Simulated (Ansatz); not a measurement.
Geometry optimisation, Ansatz, RKS PBE0-D4/def2-SVP.

input.yaml

```yaml
crystal:
  periodic: [false, false, false]
  atoms:
    - { symbol: "N", position_ang: [-0.64218, -0.02014, -0.72297] }
    - { symbol: C, position_ang: [0.46984, 0.11828, 0.19372] }
    - { symbol: Se, position_ang: [1.01089, -1.58532, 0.96445] }
    - { symbol: H, position_ang: [-1.12569, 0.87244, -0.80682] }
    - { symbol: H, position_ang: [-1.29521, -0.69048, -0.32596] }
    - { symbol: H, position_ang: [0.25124, 0.7831, 1.04594] }
    - { symbol: H, position_ang: [0.08585, -0.17084, -1.4502] }
total_charge: -1
basis:
  gaussian: { orbitals: def2-SVP }
hamiltonian:
  xc: pbe0
  dispersion: d4
relax:
  f_tol: 0.02
  max_steps: 50
output:
  orbitals: {}
```

Run as:

```bash
$ ansatz run input.yaml --threads 1 --pin off --max-ram 2048MiB --backend cpu --events-out ev --progress --plain --runs-dir out
```

Problem. Where does it end, and by what steps?

Solution. The forces met the threshold. Limits of this set-up: an anion without diffuse functions, the dipole of an ion depends on the origin. After 9 steps the energy has fallen by 1.002 eV; H7 moved furthest, 0.38 Å.

```csv
step,energy less start (eV),largest force component (eV/Å),accepted
0,0.0000,3.565,yes
1,-0.5874,1.587,yes
2,-0.8688,0.972,yes
3,-0.9041,1.212,yes
4,-0.9874,0.316,yes
5,-0.9984,0.119,yes
6,-1.0009,0.064,yes
7,-1.0021,0.034,yes
8,-1.0021,0.026,yes
9,-1.0022,0.005,yes
```

```xyz
7
Properties=species:S:1:pos:R:3
N -0.559 0.058 -0.641
C 0.602 0.313 0.314
Se 1.063 -1.560 0.721
H -0.997 0.913 -1.022
H -1.296 -0.628 -0.289
H 0.068 0.693 1.216
H -0.127 -0.482 -1.400
```

Time of the run: 20 s on 1 thread of Intel(R) Xeon(R) 6975P-C (Granite Rapids), on a shared host, peak memory 0.18 GiB.
